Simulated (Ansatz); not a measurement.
`[AlH2][Se][SiH3]` → `[AlH2][SeH]` + `[SiH2]` at 500 K and 1 bar (silylene loss).

Isolated molecules relaxed with PBE0-D4/def2-TZVP in Ansatz; ΔE leaves out vibrations. CCSD(T)/CBS is the MP2 limit (def2-TZVPP, def2-QZVPP) plus CCSD(T) − MP2 in def2-TZVPP, frozen cores. This one scheme is used for every species. For Se outer-core shells are correlated without core-valence functions, which leaves a few kJ/mol of doubt a bond. Scalar relativity is left out up to krypton.

```
           species  CCSD(T)/CBS energy (Eh)  H − E (kJ/mol)  S (J/(mol·K))
`[AlH2][Se][SiH3]`              -2934.85173           147.2          401.9
     `[AlH2][SeH]`              -2644.54675            84.4          318.1
          `[SiH2]`               -290.19011            48.0          226.5
```

H − E and S are ideal-gas, rigid-rotor, harmonic terms from PBE0-D4/def2-TZVP. 1 Eh = 2625.50 kJ/mol, R = 8.31446 J/(mol·K).

Q: By hand: ΔE, ΔH, ΔS and ΔG.

A: ΔE = (-2644.54675) + (-290.19011) − (-2934.85173) = 0.11487 Eh = 301.6 kJ/mol. Δ(H − E) = 84.4 + 48.0 − 147.2 = -14.8, so ΔH = 286.8 kJ/mol. ΔS = 318.1 + 226.5 − 401.9 = 142.7 J/(mol·K). ΔG = 286.8 − 500 × (142.7)/1000 = 215.5 kJ/mol.

Q: By hand: the equilibrium constant, and the temperature at which ΔG would vanish if ΔH and ΔS stayed fixed.

A: log₁₀ K = −ΔG/(RT ln 10) = -22.5. ΔG = 0 at ΔH/ΔS = 2010 K.

The number of gas molecules changes by +1, which sets the sign of ΔS. A doubt of 5 kJ/mol in ΔE shifts log₁₀ K by 0.5 here. These are equilibria of isolated gas molecules and say nothing of rates. Largest T1 diagnostic: 0.014 (customary marks: 0.02 for closed shells, 0.045 for open ones).
